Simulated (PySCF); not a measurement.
How methods differ on the excitation energy of Ni

Ni [Ar] 3d8 4s2 (3F) → Ni [Ar] 3d8 4s1 4p1 (high-spin determinant), as a difference of total energies. All numbers are calculated (PySCF 2.14, no relativity, point nucleus, in def2-QZVPPD (11s6p5d4f2g, 100 functions)). Correlated levels: valence: [Ar] frozen; valence and next inner shell: [Ne] frozen. The calculations carry no spin-orbit coupling.

```csv
method,excitation energy (eV)
UHF,2.016
LDA,3.566
PBE,3.341
PBE0,3.087
BLYP,3.652
B3LYP,3.467
B2PLYP,3.357
BP86,3.389
MP2 (valence),3.035
SCS-MP2 (valence),3.234
SCS-MP2 (valence and next inner shell),3.266
```

Q: Estimate what MP2 (valence and next inner shell) gives.

A: 3.120 eV, closest to PBE0 among the rows shown.

Q: Estimate what r2SCAN gives.

A: 3.026 eV, closest to MP2 (valence) among the rows shown.

A first-order spin-orbit estimate (lowest level to lowest level, LS coupling) adds 0.018 eV.

The determinant of the upper state mixes LS terms, which raises its energy above the lowest term, most at the Hartree-Fock and MP2 levels.
